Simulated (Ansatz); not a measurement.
`O[SiH]([SiH3])[O][AlH2]` + `OB[SiH3]` → `[SiH3]BO[SiH3]` + `O[SiH2][O][AlH2]`  (cleavage of the Si–Si bond)

Isolated molecules relaxed with PBE0-D4/def2-TZVP in Ansatz; ΔE leaves out vibrations. CCSD(T)/CBS adds triple-zeta CCSD(T) − MP2 to the extrapolated MP2 energy (def2 sets, frozen cores). DFT in def2-TZVPP. Each species was taken in one conformer, which may not be the lowest.

CCSD(T)/CBS gives -0.95 eV.

(1) Another level gave -0.91 eV. Which?
A. BHLYP/def2-TZVPP
B. B2PLYP/def2-TZVPP
C. LDA (SPW92)/def2-TZVPP
D. r2SCAN0/def2-TZVPP

Largest T1 diagnostic among the species: 0.014.

Results:

(1) D. r2SCAN0 -0.91, BHLYP -1.07, B2PLYP -1.00, LDA (SPW92) -0.68 eV.

From BLYP to BHLYP (50 % exact exchange), in def2-TZVPP and without D4, ΔE moves by −0.18 eV. In def2-TZVPP, CCSD(T) changes the Hartree–Fock value by +0.28 eV (the triples alone add +0.04 eV) and MP2 by +0.20 eV. At CCSD(T), def2-SVP lies +0.11 eV from the extrapolated value and def2-TZVPP +0.00 eV.
